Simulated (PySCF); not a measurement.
**C₆ coefficients of unlike pairs at PBE**

Calculated with PySCF 2.14 from the dipole response of each species, C₆(A,B) = (3/π) ∫ α_A(iu) α_B(iu) du, in atomic units, from isotropic polarisabilities. For ions this is the dispersion term alone; charge-induced terms of lower order in 1/R come first.

```json
{"species": "Ge²⁺", "configuration": "[Ar] 3d10 4s2 (1S)", "basis": "aug-cc-pwCVDZ-PP with ECP10MDF (6s5p4d1f)", "relativity": "core potential", "α (bohr³)": "10.19", "C₆ (like pair)": "37.95"}
{"species": "Al²⁺", "configuration": "[Ne] 3s1 (2S)", "basis": "dyall-acv3z (19s12p6d4f)", "relativity": "spin-free X2C", "α (bohr³)": "13.50", "C₆ (like pair)": "36.09"}
{"species": "Sn³⁺", "configuration": "[Kr] 4d10 5s1 (2S)", "basis": "def2-TZVPPD with the def2 core potential (28 electrons) (7s5p4d2f)", "relativity": "core potential", "α (bohr³)": "8.754", "C₆ (like pair)": "34.49"}
{"species": "Ag⁺", "configuration": "[Kr] 4d10 (1S)", "basis": "def2-TZVPPD with the def2 core potential (28 electrons) (6s4p3d2f1g)", "relativity": "core potential", "α (bohr³)": "8.293", "C₆ (like pair)": "38.63"}
```

Q: Estimate C₆ for Ag⁺ with Ge²⁺.

A: The integral gives 36.70. The combination rule 2 C_A C_B / (C_A α_B/α_A + C_B α_A/α_B) gives 37.42 and the geometric mean 38.29.

No spin-orbit coupling is included.

The other pairs:

```json
{"pair": "Ag⁺, Al²⁺", "C₆": "32.19"}
{"pair": "Ag⁺, Sn³⁺", "C₆": "36.30"}
{"pair": "Sn³⁺, Ge²⁺", "C₆": "35.54"}
{"pair": "Sn³⁺, Al²⁺", "C₆": "32.01"}
{"pair": "Al²⁺, Ge²⁺", "C₆": "35.44"}
```
